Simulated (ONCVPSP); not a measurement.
## Before and after: ONCV potential for antimony (Sb)

- Element: Sb
- Generator: ONCVPSP 4.0.1
- Type: optimised norm-conserving Vanderbilt (ONCV)
- Functional: PBEsol
- Relativity: fully relativistic
- Frozen core: [Ar] 3d10
- Valence charge: 23
- Reference configuration: 4s2 4p6 4d10 5s2 5p3
- Partial waves: 4s+5s: rc 1.20 bohr, ncon 4, nbas 8, qcut 9.3 1/bohr, 2 projectors; 4p+5p: rc 1.45 bohr, ncon 5, nbas 8, qcut 10.5 1/bohr, 2 projectors; 4d: rc 1.40 bohr, ncon 4, nbas 9, qcut 12.9 1/bohr, 2 projectors, debl 1.2 Ha
- Local potential: polynomial inside 1.10 bohr (lpopt 4, dvloc0 1 Ha)
- Core correction: Teter function, fcfact 3, rcfact 1.3

Open shells are filled in proportion to 2j + 1.

In the d channel the program set the typed energies aside and used -1.210, 0.250 Ha (j = l + 1/2; the other j can differ).

Change: core correction Teter function, fcfact 3, rcfact 0.94.

Cutoffs: the cutoffs (Ha) at which the residual kinetic energy of the hardest occupied pseudo-wave falls to 1 and 0.1 mHa per electron; they do not see the model core or the augmentation charge, which bear on the density cutoff. Errors are all-electron minus pseudo energies relative to the spin-unpolarised reference configuration.

Q: Predict the effect on cutoff, ghosts and configuration errors.

A: The potential gets neither clearly harder nor softer (49 Ha and 58 Ha → 49 Ha and 58 Ha); the errors of the 4 common tests hardly move; neither file shows a bound ghost. A model core, the more so a compact one, raises the density cutoff, which this test does not measure.

| quantity | base | changed |
| --- | --- | --- |
| cutoff, loose | 49 Ha | 49 Ha |
| cutoff, tight | 58 Ha | 58 Ha |
| bound ghosts | none | none |
| GHOST(+) flags under 300 eV | none | none |
| error for 4s2 4p6 4d10 5s2 5p2, meV [ΔE 8.36 eV] | +0.3 | +0.3 |
| error for 4s2 4p6 4d10 5s2 5p1, meV [ΔE 24.39 eV] | +0.8 | +0.8 |
| error for 4s2 4p6 4d10 5s2 5p0, meV [ΔE 48.87 eV] | +1.0 | +1.1 |
| error for 4s2 4p6 4d9 5s2 5p3, meV [ΔE 40.66 eV] | +7.9 | +7.5 |
| s: phases at 1.22 bohr within 0.05 rad from the reference energy up to (Ha; the scan ends near 5) | to the end of the scan | to the end of the scan |
| p3/2: phases at 1.47 bohr within 0.05 rad from the reference energy up to (Ha; the scan ends near 5) | to the end of the scan | to the end of the scan |
| p1/2: phases at 1.47 bohr within 0.05 rad from the reference energy up to (Ha; the scan ends near 5) | to the end of the scan | to the end of the scan |
| d5/2: phases at 1.42 bohr within 0.05 rad from the reference energy up to (Ha; the scan ends near 5) | to the end of the scan | to the end of the scan |
| d3/2: phases at 1.42 bohr within 0.05 rad from the reference energy up to (Ha; the scan ends near 5) | to the end of the scan | to the end of the scan |
| rms error of d²Exc/dni dnj with the model core, mHa | 4.88 | 6.02 |
